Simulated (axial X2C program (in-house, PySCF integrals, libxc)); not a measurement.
## Spin–orbit effects along a row: molecules with Li, CCSD(T)

Computed with an axial X2C code built on PySCF integrals, spin-free (one-electron X2C) or two-component (2c: spin–orbit coupling with atomic mean-field Coulomb and Gaunt terms, which also bring small scalar terms), in Dyall basis sets with cores contracted in-house; open shells are unrestricted.

Basis sets: Br dyall-cv3z, Ca dyall-cv3z, Cr dyall-cv3z, Cu dyall-cv3z, K dyall-cv3z, Li dyall-cv3z, Zn dyall-cv3z. Frozen shells (counts by l): LiK K 2s1p, Li 1s, 10 electrons correlated; LiCa Ca 2s1p, Li 1s, 11 electrons correlated; LiCr Cr 3s2p, Li 1s, 7 electrons correlated; LiCu Cu 3s2p, Li 1s, 12 electrons correlated; LiZn Zn 3s2p, Li 1s, 13 electrons correlated; LiBr Br 3s2p1d, Li 1s, 8 electrons correlated. Coupled cluster in natural virtuals with an MP2 remainder. Where the outer core of a metal is frozen, bonds come out longer and ionisation energies lower. Frozen cores can differ along the series, which adds to the trend.

```json
{"molecule": "LiK", "spin-free state": "M_S = 0, Λ = 0", "Re (Å)": "3.336", "ωe (cm⁻¹)": "211.4", "De (eV)": "0.75", "2c state": "Ω = 0", "Re 2c (Å)": "3.336", "ωe 2c (cm⁻¹)": "211.4", "De 2c (eV)": "0.75"}
{"molecule": "LiCa", "spin-free state": "M_S = 1/2, Λ = 0", "Re (Å)": "3.395", "ωe (cm⁻¹)": "193.3", "De (eV)": "0.26", "2c state": "Ω = 1/2", "Re 2c (Å)": "3.394", "ωe 2c (cm⁻¹)": "192.8", "De 2c (eV)": "0.26"}
{"molecule": "LiCr", "spin-free state": "M_S = 5/2, Λ = 0", "Re (Å)": "2.606", "ωe (cm⁻¹)": "312.5", "De (eV)": "0.89", "2c state": "Ω = 5/2", "Re 2c (Å)": "2.606", "ωe 2c (cm⁻¹)": "312.2", "De 2c (eV)": "0.89"}
{"molecule": "LiCu", "spin-free state": "M_S = 0, Λ = 0", "Re (Å)": "2.281", "ωe (cm⁻¹)": "385.0", "De (eV)": "1.87", "2c state": "Ω = 0", "Re 2c (Å)": "2.281", "ωe 2c (cm⁻¹)": "384.8", "De 2c (eV)": "1.87"}
{"molecule": "LiZn", "spin-free state": "M_S = 1/2, Λ = 0", "Re (Å)": "3.124", "ωe (cm⁻¹)": "104.7", "De (eV)": "0.07", "2c state": "Ω = 1/2", "Re 2c (Å)": "3.129", "ωe 2c (cm⁻¹)": "103.9", "De 2c (eV)": "0.07"}
{"molecule": "LiBr", "spin-free state": "M_S = 0, Λ = 0", "Re (Å)": "2.193", "ωe (cm⁻¹)": "553.4", "De (eV)": "4.19", "2c state": "Ω = 0", "Re 2c (Å)": "2.194", "ωe 2c (cm⁻¹)": "552.8", "De 2c (eV)": "4.05"}
```

(1) Work out the shifts from the spin-free to the two-component result.

Each entry is the lowest single determinant of a limited PBE0 search at one distance. De goes to single-determinant-based atoms at the same level (for ions the charge split of lowest energy) and is withheld (n/a) where an atom does not fit its ground term or J level. Main or longest-lived isotopes. One determinant is a doubtful description, or other states lie close, for LiCa, LiCr, LiCu; these need not be ground states, and all values refer to the states named. With several unpaired electrons the Ω given is that of one determinant, not necessarily of the lowest component.

Results:

(1) 

| molecule | 2c state | ΔRe (Å) | Δωe (cm⁻¹) | ΔDe (eV) |
| --- | --- | --- | --- | --- |
| LiK | Ω = 0 | 0.000 | 0.0 | 0.00 |
| LiCa | Ω = 1/2 | -0.001 | noise | 0.00 |
| LiCr | Ω = 5/2 | 0.000 | -0.3 | 0.00 |
| LiCu | Ω = 0 | 0.000 | -0.2 | 0.00 |
| LiZn | Ω = 1/2 | 0.005 | noise | 0.00 |
| LiBr | Ω = 0 | 0.001 | -0.6 | -0.14 |

Shifts of one unit in the last digit are rounding. Where the truncated virtual spaces of the two runs make Δωe unreliable it is marked noise.
